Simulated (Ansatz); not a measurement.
```yaml
crystal:
  periodic: [false, false, false]
  atoms:
    - {symbol: N, position_ang: [-0.260172, 0.870775, -0.184481]}
    - {symbol: C, position_ang: [0.472421, -0.298668, -0.847589]}
    - {symbol: Al, position_ang: [0.091748, -0.673049, 1.013030]}
    - {symbol: Cl, position_ang: [-1.743196, -1.648147, 1.439958]}
    - {symbol: H, position_ang: [0.249863, 1.743105, -0.198123]}
    - {symbol: H, position_ang: [-1.188794, 1.022337, -0.554682]}
    - {symbol: H, position_ang: [-0.103929, -0.693285, -1.679897]}
    - {symbol: H, position_ang: [1.456888, 0.018024, -1.183260]}
    - {symbol: H, position_ang: [1.113670, -0.387392, 2.178044]}
basis:
  gaussian: {orbitals: def2-TZVPP}
hamiltonian: {xc: {name: wB97X-D}}
output: {forces: true}
```

```sh
$ ansatz run in.yaml --threads 2 --pin off --events-out ev --progress --plain --max-ram 4352MiB
```

Shortened log:

```
Error: YAML parse error: error: line 15 column 19: hamiltonian.xc: no functional is named "wB97X-D"; the names, which are not case-sensitive, are SVWN5, SPW92, PBE, PBE0, PBEsol, revPBE, revPBE0, RPBE, rPW86-PBE, HSE06, wPBEh, LC-wPBE, HISS, HF, BLYP, B3LYP, B3LYP5, BHLYP, CAM-B3LYP, r2SCAN, r2SCANh, r2SCAN0, r2SCAN50, m-r2SCAN, B97, wB97, wB97X, wB97X-V, B97M-V, wB97M-V, B2PLYP, B2GP-PLYP, PBE0-DH, PBE-QIDH
13 | basis:
14 |   gaussian: {orbitals: def2-TZVPP}
15 | hamiltonian: {xc: {name: wB97X-D}}
16 | output: {forces: true}
```

Question: What is wrong with this run?

Answer: The method's name isn't one that the program takes here. The program refused the input.

HSE06 is defined as in plane-wave codes.
